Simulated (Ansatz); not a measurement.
Program: Ansatz. Geometries: PBE0-D4/def2-TZVP. ΔE: electronic, gas phase. CBS: MP2 limit from def2 TZ/QZ plus the TZ coupled-cluster correction, frozen cores. DFT in def2-TZVPP. One conformer a species, not always the lowest.

Consider the cleavage of the B–Al bond: `[CH3][Al]([SiH3])[BH]O` + `O[SiH2][SiH3]` → `OBO[SiH2][SiH3]` + `[CH3][AlH][SiH3]`.

| species | BHLYP energy (Eh) |
| --- | --- |
| `[CH3][Al]([SiH3])[BH]O` | -674.93014 |
| `O[SiH2][SiH3]` | -657.86349 |
| `OBO[SiH2][SiH3]` | -758.64092 |
| `[CH3][AlH][SiH3]` | -574.22775 |

Problem. Work out ΔE.

Solution. ΔE = (-758.64092) + (-574.22775) − (-674.93014) − (-657.86349) = -0.07504 Eh = -47.1 kcal/mol. CCSD(T)/CBS gives -43.4 kcal/mol.

Largest T1 diagnostic among the species: 0.014.

From BLYP to BHLYP (50 % exact exchange), in def2-TZVPP and without D4, ΔE moves by −4.4 kcal/mol. In def2-TZVPP, CCSD(T) changes the Hartree–Fock value by +6.0 kcal/mol (the triples alone add +0.8 kcal/mol) and MP2 by +4.5 kcal/mol.
